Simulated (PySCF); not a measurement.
## Computed NMR parameters against published values

Bonds (- single, = double, # triple, : aromatic): O1=C2 1.190 Å, C2-Cl3 1.775 Å, C2-C4 1.456 Å, C4:C5 1.374 Å, C5:C6 1.419 Å, C6:C7 1.370 Å, C7:O8 1.337 Å, O8:C4 1.351 Å. C5 carries H9; C6 carries H10; C7 carries H11.

Published estimates (parent shift plus substituent increments) and measurements: δ ¹H H11 7.88; H9 7.52; H10 6.70 ppm (estimated from measurements, as parent shift plus tabulated substituent increment; solution, not stated per compound (mostly CDCl3 or CCl4); Pretsch, Buehlmann, Badertscher, Structure Determination of Organic Compounds, 4th ed. (2009)).

How the numbers were obtained: structure optimised with PBE0-D3(BJ)/def2-SVP, GIAO PBE0/pcSseg-1 shieldings, in PySCF (no solvent model, one conformer, non-relativistic Hamiltonian).

Task: Set the calculated values beside the experiment.

Result: 
Reference values: estimated from measurements, as parent shift plus tabulated substituent increment (solution, not stated per compound (mostly CDCl3 or CCl4); Pretsch, Buehlmann, Badertscher, Structure Determination of Organic Compounds, 4th ed. (2009)).
```json
{"atoms": "H11", "quantity": "δ ¹H", "reference": "7.88", "computed": "7.56", "computed, scaled": "7.38"}
{"atoms": "H9", "quantity": "δ ¹H", "reference": "7.52", "computed": "7.57", "computed, scaled": "7.40"}
{"atoms": "H10", "quantity": "δ ¹H", "reference": "6.70", "computed": "6.77", "computed, scaled": "6.63"}
```

Computed shifts are σ(ref) − σ with the named reference compound (TMS for H and C) calculated as an isolated molecule at the same level. The measured values may be among those fitted. Expected solution values come from regression of measured δ (H and C: mostly CDCl3, vs TMS) on computed σ: ¹H (scatter 0.21 ppm rms, 0.22 ppm with the 3 outliers that the fit left out). A few per cent of atoms miss by over 2 rms, more outside the fitted compound classes.

Task: How far are the unscaled ¹H shifts from the references?

Result: Mean signed difference -0.07 ppm, mean absolute 0.15 ppm over 3 comparisons; the largest is -0.32 ppm at H11 (hydrogen on an aromatic CH next to the ring oxygen).
